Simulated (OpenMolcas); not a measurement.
**OpenMolcas run: Ar2+**

Input:

```
&GATEWAY
Coord
1

Ar 0.0 0.0 0.0
Basis=ANO-RCC
Group=XYZ
NoMove
AngMom=0.0 0.0 0.0
AMFI
&SEWARD
&RASSCF
FileOrb=start.orb
Symmetry=1
Spin=3
nActEl=4 0 1
Inactive=3 3
Ras2=0 3
Ras3=6 0
CIRoot=3 3 1
SDav=3
CIMx=300
Iter=120 100
PrWF=0.3
OrbListing=Nothing
MaxOrb=0
Thrs=2.0e-7 1.0e-1 5.0e-4
Atom
>>> COPY $Project.JobIph JOB001
&RASSCF
FileOrb=start.orb
Symmetry=1
Spin=1
nActEl=4 0 1
Inactive=3 3
Ras2=0 3
Ras3=6 0
CIRoot=6 6 1
SDav=6
CIMx=300
Iter=120 100
PrWF=0.3
OrbListing=Nothing
MaxOrb=0
Thrs=2.0e-7 1.0e-1 5.0e-4
Atom
>>> COPY $Project.JobIph JOB002
&RASSCF
FileOrb=start.orb
Symmetry=2
Spin=5
nActEl=4 0 1
Inactive=3 3
Ras2=0 3
Ras3=6 0
CIRoot=6 6 1
SDav=6
CIMx=300
Iter=120 100
PrWF=0.3
OrbListing=Nothing
MaxOrb=0
Thrs=2.0e-7 1.0e-1 5.0e-4
Atom
>>> COPY $Project.JobIph JOB003
&RASSCF
FileOrb=start.orb
Symmetry=2
Spin=3
nActEl=4 0 1
Inactive=3 3
Ras2=0 3
Ras3=6 0
CIRoot=54 54 1
SDav=54
CIMx=300
Iter=120 100
PrWF=0.3
OrbListing=Nothing
MaxOrb=0
Thrs=2.0e-7 1.0e-1 5.0e-4
Atom
>>> COPY $Project.JobIph JOB004
&RASSCF
FileOrb=start.orb
Symmetry=2
Spin=1
nActEl=4 0 1
Inactive=3 3
Ras2=0 3
Ras3=6 0
CIRoot=48 48 1
SDav=48
CIMx=300
Iter=120 100
PrWF=0.3
OrbListing=Nothing
MaxOrb=0
Thrs=2.0e-7 1.0e-1 5.0e-4
Atom
>>> COPY $Project.JobIph JOB005
&RASSI
NrOfJobIphs=5 3 6 6 54 48
1 2 3
1 2 3 4 5 6
1 2 3 4 5 6
1 2 3 4 5 6 7 8 9 10 11 12 13 14 15 16 17 18 19 20 21 22 23 24 25 26 27
28 29 30 31 32 33 34 35 36 37 38 39 40 41 42 43 44 45 46 47 48 49 50 51
52 53 54
1 2 3 4 5 6 7 8 9 10 11 12 13 14 15 16 17 18 19 20 21 22 23 24 25 26 27
28 29 30 31 32 33 34 35 36 37 38 39 40 41 42 43 44 45 46 47 48
IphNames
JOB001
JOB002
JOB003
JOB004
JOB005
EJob
SpinOrbit
DIPRint=1.0
SOCoupling=1000.0
Subsets=2
MEES
Property=10
'ANGMOM' 1 'ANGMOM' 2 'ANGMOM' 3 'MLTPL  1' 1 'MLTPL  1' 2 'MLTPL  1' 3
'AMFI' 1 'AMFI' 2 'AMFI' 3 'MLTPL  2' 6
SOProperty=3
'ANGMOM' 1 'ANGMOM' 2 'ANGMOM' 3
```

Launched by
```bash
OMP_NUM_THREADS=1 MOLCAS_MEM=1689 MOLCAS_PROJECT=a pymolcas a.inp > a.log  # once for each step of the input, in one work folder
```

A driver script runs the steps one by one and writes start.orb anew before each from the orbitals found so far.

Output, cut to the results:

```
--- SEWARD ---
Basis set label: AR.ANO-RCC.........

      Electronic valence basis set:
      ------------------
      Associated Effective Charge  18.000000 au
      Associated Actual Charge     18.000000 au
      Nuclear Model: Point charge

      Shell  nPrim  nBasis  Cartesian Spherical Contaminant
         s      17       8        X
         p      12       7        X
         d       5       5                 X
         f       4       4                 X
         g       2       2                 X
                  Relativistic Douglas-Kroll-Hess integrals:
                    - DKH order of Hamiltonian: 2
                    - DKH order of Properties : 0
                  Atomic mean-field integrals
--- RASSCF ---
Wave function specifications:
      -----------------------------

      Number of closed shell electrons          12
      Number of electrons in active shells       4
      Max number of holes in RAS1 space          0
      Max nr of electrons in RAS3 space          1
      Number of inactive orbitals                6
      Number of active orbitals                  9
      Number of secondary orbitals              85
      Spin quantum number                      1.0
      State symmetry                             1
Orbital specifications:
      -----------------------

      Symmetry species                           1   2
                                                ag  au
      Frozen orbitals                            0   0
      Inactive orbitals                          3   3
      Active orbitals                            6   3
      RAS1 orbitals                              0   0
      RAS2 orbitals                              0   3
      RAS3 orbitals                              6   0
      Secondary orbitals                        42  43
      Deleted orbitals                           0   0
      Number of basis functions                 51  49
      Number of CSFs                             3
      Number of root(s) required                 3
      Iter CI   SX   CI       RASSCF       Energy    max ROT     max BLB   max BLB  Level Ln srch  Step   QN
          iter iter root      energy       change     param      element    value   shift minimum  type update
 Nr of preliminary CI iterations:   1
 ###############################################################################
 ###############################################################################
 ###                                                                         ###
 ###                                                                         ###
 ###    WARNING: Problems in orbital optimization.                           ###
 ###                                                                         ###
 ###                                                                         ###
 ###############################################################################
 ###############################################################################
  Warning: In symmetry  1, orbital p=   4 has diagonal density matrix element D(p,p) close to zero. D(p,p)=  0.000000E+00
  Warning: In symmetry  1, orbital p=   5 has diagonal density matrix element D(p,p) close to zero. D(p,p)=  0.000000E+00
        ...
  Warning: In symmetry  1, orbital p=   7 has diagonal density matrix element D(p,p) close to zero. D(p,p)=  0.000000E+00
  Warning: In symmetry  1, orbital p=   8 has diagonal density matrix element D(p,p) close to zero. D(p,p)=  0.000000E+00
  Warning: In symmetry  1, orbital p=   9 has diagonal density matrix element D(p,p) close to zero. D(p,p)=  0.000000E+00
        4   1    2    0  -527.11414032   -5.68E-13  -6.70E-08    3  12 1  4.75E-07   0.50   0.00    SX    NO
      Convergence after  4 iterations
        5   1    2    0  -527.11414032   -1.14E-13  -6.70E-08    3  13 1  4.04E-07   0.50   0.00    SX    NO
      Natural orbitals and occupation numbers for root  1
      sym 1:   0.000000   0.000000   0.000000   0.000000   0.000000   0.000000
      sym 2:   2.000000   1.000000   1.000000
      Natural orbitals and occupation numbers for root  2
      sym 1:   0.000000   0.000000   0.000000   0.000000   0.000000   0.000000
      sym 2:   1.000000   2.000000   1.000000
      Natural orbitals and occupation numbers for root  3
      sym 1:   0.000000   0.000000   0.000000   0.000000   0.000000   0.000000
      sym 2:   1.000000   1.000000   2.000000
::    RASSCF root number  1 Total energy:   -527.11414032
...
--- RASSI ---
SPIN-FREE ENERGIES:
  (Shifted by EMIN (a.u.) =       -527.1141403216)

 SF State       Relative EMIN(au)   Rel lowest level(eV)    D:o, cm**(-1)      L_eff

     1             0.0000000000        0.0000000000              0.0000         1.0
     2             0.0000000000        0.0000000000              0.0000         1.0
     3             0.0000000000        0.0000000000              0.0000         1.0
     4             0.0748276006        2.0361627416          16422.7601         2.0
     5             0.0748276006        2.0361627416          16422.7601         2.0
     6             0.0748276006        2.0361627416          16422.7601         2.0
     7             0.0748276006        2.0361627416          16422.7601         2.0
     8             0.0748276006        2.0361627416          16422.7601         2.0
     9             0.1865351364        5.0758796444          40939.7303         0.0
    10             0.6298741548       17.1397489129         138241.3979         2.0
    11             0.6298741548       17.1397489129         138241.3979         2.0
    12             0.6298741548       17.1397489129         138241.3979         2.0
    13             0.6298741548       17.1397489129         138241.3979         2.0
    14             0.6298741548       17.1397489129         138241.3979         2.0
    16             0.7088482917       19.2887446555         155574.2175         2.0
    17             0.7088482917       19.2887446555         155574.2175         2.0
    18             0.7088482917       19.2887446555         155574.2175         2.0
    19             0.7088482917       19.2887446555         155574.2175         2.0
    20             0.7088482917       19.2887446555         155574.2175         2.0
    21             0.7407384812       20.1565209193         162573.3051         3.0
    22             0.7407384812       20.1565209193         162573.3051         3.0
...
```

Levels above the lowest, from the spin-orbit matrix, grouped by J:

```tsv
Configuration	Term	J	E (cm⁻¹)	Measured (cm⁻¹)	g	Term weight %
3s² 3p⁴	³P	2	0.0	0.0	1.500	100
3s² 3p⁴	³P	1	1038	1112	1.501	100
3s² 3p⁴	³P	0	1492	1570		100
3s² 3p⁴	¹D	2	16987	14010	1.001	100
3s² 3p⁴	¹S	0	41525	33266		100
3s² 3p³ 3d	⁵D°	0	138725			100
3s² 3p³ 3d	⁵D°	1	138730	144885	1.501	100
3s² 3p³ 3d	⁵D°	2	138740	144891	1.501	100
3s² 3p³ 3d	⁵D°	3	138754	144898	1.501	100
3s² 3p³ 3d	⁵D°	4	138771	144911	1.501	100
3s² 3p³ 3d	³D°(1)	3	156052		1.334	100
3s² 3p³ 3d	³D°(1)	2	156069		1.166	100
3s² 3p³ 3d	³D°(1)	1	156154		0.499	100
3s² 3p³ 3d	³F°(1)	2	162719	162757	0.667	100
3s² 3p³ 3d	³F°(1)	3	163008	163076	1.084	100
3s² 3p³ 3d	³F°(1)	4	163374	163477	1.250	100
3s² 3p³ 4s	⁵S°	2	168076	174378	2.002	100
3s² 3p³ 3d	¹S°	0	168373			100
3s² 3p³ 3d	³G°	3	171965	172100	0.750	100
3s² 3p³ 3d	³G°	4	171995	172137	1.051	100
3s² 3p³ 3d	³G°	5	172039	172191	1.200	100
3s² 3p³ 4s	³S°	1	177128	180678	2.002	100
3s² 3p³ 3d	¹G°	4	178985	175666	1.001	100
3s² 3p³ 3d	¹D°(1)	2	184866		1.001	100
```

Against the 17 measured excited levels shown (Saloman, J. Phys. Chem. Ref. Data 39, 033101 (2010)) the mean absolute deviation is 2900 cm-1; the largest miss in energy is 3s² 3p⁴ ¹S₀: computed 41525, measured 33266 cm⁻¹ (+24.8 %).

ANO sets are built for valence states and can reach diffuse excited orbitals poorly, and with the s shell closed the s pⁿ⁺¹ terms that mix with these levels are absent. With the s shell closed, the reference lacks s² → p² mixing. Measured partners are found by configuration, term and J. A level has none where our copy of the source lacks it or the pairing is in doubt (some pairs that miss far off the trend of their configuration count as doubtful), and it then counts in no deviation. Only configurations of the active space appear. The table shows the lowest 24 of 53 levels.

The term weight is that of the spin-free term in the level, not the purity of its configuration. A number in round brackets counts repeated terms of one configuration in the order of the reference energies. ° marks odd parity.
